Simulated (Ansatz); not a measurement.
Input and output for CH$_{5}$NOSi, SMILES `NC(=O)[SiH3]`.

```yaml
crystal:
  periodic: [false, false, false]
  atoms:
    - {symbol: N, position_ang: [0.529730, 1.404593, -0.516608]}
    - {symbol: C, position_ang: [0.700429, 0.089308, -0.394270]}
    - {symbol: O, position_ang: [1.344418, -0.789176, -1.197167]}
    - {symbol: Si, position_ang: [-0.714905, -1.010695, 0.632681]}
    - {symbol: H, position_ang: [0.929982, 1.915742, -1.185487]}
    - {symbol: H, position_ang: [-0.168270, 1.953574, 0.144506]}
    - {symbol: H, position_ang: [-1.421076, -1.944350, -0.238447]}
    - {symbol: H, position_ang: [0.237614, -1.622885, 1.474959]}
    - {symbol: H, position_ang: [-1.648284, -0.197968, 1.496143]}
basis:
  gaussian: {orbitals: "6-31++G**"}
hamiltonian: {xc: {name: B2GP-PLYP}}
```

```sh
$ ansatz run in.yaml --threads 2 --pin off --events-out ev --progress --plain --max-ram 4352MiB
```

It prints (some lines left out):

```
Functional definition: B2GP-PLYP
985 factors; integrals over basis functions are off by at most 1.0e-3 eV
mean field evaluation 1: about -12509.4099 eV, gradient 4.9e1 eV
mean field evaluation 2: about -12509.4640 eV, gradient 4.9e1 eV
mean field evaluation 4: about -12514.0262 eV, gradient 1.2e1 eV
mean field evaluation 8: about -12514.3009 eV, gradient 4.3e-1 eV
mean field evaluation 16: about -12514.3020 eV, gradient 4.0e-4 eV
mean field -12514.30199736 eV, -459.8921159043 hartree, gradient 2.5e-6 eV, S^2 0.000000; 0 other end points of the search recorded, 0 dependent functions left out
8 core orbitals not correlated: weight in the atoms' cores, before any rotation towards them, 1.000 or more for the frozen orbitals, at most 0.000 for the correlated occupied ones
reference -12514.30215843 eV, -459.8921218236 hartree; 12, 12 occupied and 90, 90 virtual orbitals, 985 factors
second order -19.26397720 eV of doubles, -0.00000000 eV of singles
Total energy: -12521.23719022 eV, -460.1469795413 hartree
```

Run time 3.4 s (2 threads of an Arm Neoverse V1 on a shared host); peak host memory 0.38 GiB.
